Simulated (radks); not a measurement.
Task: These are the eigenvalues of the occupied orbitals of an atom or ion with whole-number occupations (Ry). All-electron calculation, Dirac Kohn-Sham, exchange-only PBE, spin-unpolarised, spherical densities, finite nucleus; Fermi nuclear charge, rms radius of each element as measured or else 0.836 A^(1/3) + 0.57 fm. Program: a radial shooting solver on a logarithmic mesh with Libxc functionals.

orbital  eigenvalue
1s1/2     -5258.089
2s1/2     -911.4411
2p1/2     -872.3392
2p3/2     -766.5228
3s1/2     -211.3349
3p1/2     -193.8364
3p3/2     -170.8579
3d3/2     -141.3982
3d5/2     -136.4095
4s1/2     -44.44097
4p1/2     -37.13354
4p3/2     -31.77099
4d3/2     -19.75856
4d5/2     -18.76775
5s1/2      -6.70726
5p1/2      -4.50092
5p3/2      -3.69653
4f5/2      -3.65035
4f7/2      -3.46585
5d3/2      -0.90236
6s1/2      -0.87247
5d5/2      -0.83613

Which element is it, and in what charge state? The configuration may be excited. Open shells, if any, fill j = l - 1/2 first.

Result: Z = 75, rhenium, charge +1: Re+ in [Xe] 4f14 5d5 6s1. The list shows which subshells hold electrons but not how many an open one holds; the 1s level, -2629 hartree, gives Z - s = 72.5 by -(Z - s)^2/2, which with screening and relativity narrows Z to a few neighbours, and the depths of the outer levels then fix element, charge and occupations together.
